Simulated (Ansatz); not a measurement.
`Cc1cccc2cc3ccccc3cc12`. The state is a singlet with charge 0. Geometry PBE-D4/def2-SVP.

```xyz
27

C     1.865    1.746   -2.255
C     1.469    1.796   -0.804
C     1.920    2.814    0.022
C     1.559    2.886    1.400
C     0.738    1.928    1.957
C     0.237    0.850    1.158
C    -0.602   -0.140    1.704
C    -1.102   -1.205    0.931
C    -1.956   -2.218    1.477
C    -2.428   -3.249    0.687
C    -2.068   -3.324   -0.694
C    -1.246   -2.366   -1.256
C    -0.737   -1.281   -0.472
C     0.104   -0.290   -1.018
C     0.605    0.777   -0.247
H     2.405    0.807   -2.501
H     2.526    2.594   -2.517
H     0.980    1.787   -2.924
H     2.578    3.592   -0.399
H     1.943    3.715    2.015
H     0.454    1.974    3.020
H    -0.877   -0.078    2.770
H    -2.230   -2.156    2.541
H    -3.083   -4.020    1.118
H    -2.453   -4.151   -1.309
H    -0.968   -2.421   -2.320
H     0.368   -0.366   -2.083
```

The restricted singlet is unstable towards broken spin symmetry in Hartree–Fock (as tested in another run); at HF/6-31G this wasn't settled.

(1) Estimate the orbital energies around the gap (eV) in Ansatz with HF/6-31G, PBE-D4/def2-SVP, PBE-D4/def2-TZVP, PBE0-D4/def2-SVP, PBE0-D4/def2-TZVP.

Answers

(1) 
```json
{"orbital": "HOMO−13", "HF/6-31G": "-15.39", "PBE-D4/def2-SVP": "-9.77", "PBE-D4/def2-TZVP": "-9.79", "PBE0-D4/def2-SVP": "-11.46", "PBE0-D4/def2-TZVP": "-11.41"}
{"orbital": "HOMO−12", "HF/6-31G": "-14.92", "PBE-D4/def2-SVP": "-9.58", "PBE-D4/def2-TZVP": "-9.64", "PBE0-D4/def2-SVP": "-11.11", "PBE0-D4/def2-TZVP": "-11.13"}
{"orbital": "HOMO−11", "HF/6-31G": "-14.59", "PBE-D4/def2-SVP": "-9.46", "PBE-D4/def2-TZVP": "-9.51", "PBE0-D4/def2-SVP": "-11.10", "PBE0-D4/def2-TZVP": "-11.09"}
{"orbital": "HOMO−10", "HF/6-31G": "-14.49", "PBE-D4/def2-SVP": "-9.16", "PBE-D4/def2-TZVP": "-9.21", "PBE0-D4/def2-SVP": "-10.78", "PBE0-D4/def2-TZVP": "-10.78"}
{"orbital": "HOMO−9", "HF/6-31G": "-14.12", "PBE-D4/def2-SVP": "-8.83", "PBE-D4/def2-TZVP": "-8.88", "PBE0-D4/def2-SVP": "-10.41", "PBE0-D4/def2-TZVP": "-10.41"}
{"orbital": "HOMO−8", "HF/6-31G": "-13.28", "PBE-D4/def2-SVP": "-8.68", "PBE-D4/def2-TZVP": "-8.74", "PBE0-D4/def2-SVP": "-10.10", "PBE0-D4/def2-TZVP": "-10.12"}
{"orbital": "HOMO−7", "HF/6-31G": "-13.10", "PBE-D4/def2-SVP": "-8.26", "PBE-D4/def2-TZVP": "-8.29", "PBE0-D4/def2-SVP": "-9.79", "PBE0-D4/def2-TZVP": "-9.77"}
{"orbital": "HOMO−6", "HF/6-31G": "-12.92", "PBE-D4/def2-SVP": "-7.92", "PBE-D4/def2-TZVP": "-7.94", "PBE0-D4/def2-SVP": "-9.45", "PBE0-D4/def2-TZVP": "-9.41"}
{"orbital": "HOMO−5", "HF/6-31G": "-12.50", "PBE-D4/def2-SVP": "-7.71", "PBE-D4/def2-TZVP": "-7.73", "PBE0-D4/def2-SVP": "-9.18", "PBE0-D4/def2-TZVP": "-9.15"}
{"orbital": "HOMO−4", "HF/6-31G": "-11.07", "PBE-D4/def2-SVP": "-7.44", "PBE-D4/def2-TZVP": "-7.50", "PBE0-D4/def2-SVP": "-8.67", "PBE0-D4/def2-TZVP": "-8.68"}
{"orbital": "HOMO−3", "HF/6-31G": "-10.80", "PBE-D4/def2-SVP": "-7.21", "PBE-D4/def2-TZVP": "-7.27", "PBE0-D4/def2-SVP": "-8.43", "PBE0-D4/def2-TZVP": "-8.44"}
{"orbital": "HOMO−2", "HF/6-31G": "-9.13", "PBE-D4/def2-SVP": "-6.18", "PBE-D4/def2-TZVP": "-6.24", "PBE0-D4/def2-SVP": "-7.24", "PBE0-D4/def2-TZVP": "-7.25"}
{"orbital": "HOMO−1", "HF/6-31G": "-8.36", "PBE-D4/def2-SVP": "-6.03", "PBE-D4/def2-TZVP": "-6.08", "PBE0-D4/def2-SVP": "-6.93", "PBE0-D4/def2-TZVP": "-6.93"}
{"orbital": "HOMO", "HF/6-31G": "-6.80", "PBE-D4/def2-SVP": "-4.84", "PBE-D4/def2-TZVP": "-4.89", "PBE0-D4/def2-SVP": "-5.63", "PBE0-D4/def2-TZVP": "-5.64"}
{"orbital": "LUMO", "HF/6-31G": "1.60", "PBE-D4/def2-SVP": "-2.54", "PBE-D4/def2-TZVP": "-2.62", "PBE0-D4/def2-SVP": "-1.85", "PBE0-D4/def2-TZVP": "-1.90"}
{"orbital": "LUMO+1", "HF/6-31G": "3.23", "PBE-D4/def2-SVP": "-1.27", "PBE-D4/def2-TZVP": "-1.39", "PBE0-D4/def2-SVP": "-0.50", "PBE0-D4/def2-TZVP": "-0.59"}
{"orbital": "LUMO+2", "HF/6-31G": "4.18", "PBE-D4/def2-SVP": "-0.90", "PBE-D4/def2-TZVP": "-1.02", "PBE0-D4/def2-SVP": "0.04", "PBE0-D4/def2-TZVP": "-0.06"}
{"orbital": "LUMO+3", "HF/6-31G": "5.59", "PBE-D4/def2-SVP": "0.02", "PBE-D4/def2-TZVP": "-0.24", "PBE0-D4/def2-SVP": "1.06", "PBE0-D4/def2-TZVP": "0.78"}
{"orbital": "LUMO+4", "HF/6-31G": "6.39", "PBE-D4/def2-SVP": "0.55", "PBE-D4/def2-TZVP": "0.42", "PBE0-D4/def2-SVP": "1.68", "PBE0-D4/def2-TZVP": "1.36"}
{"orbital": "LUMO+5", "HF/6-31G": "6.40", "PBE-D4/def2-SVP": "1.11", "PBE-D4/def2-TZVP": "0.59", "PBE0-D4/def2-SVP": "1.98", "PBE0-D4/def2-TZVP": "1.56"}
```
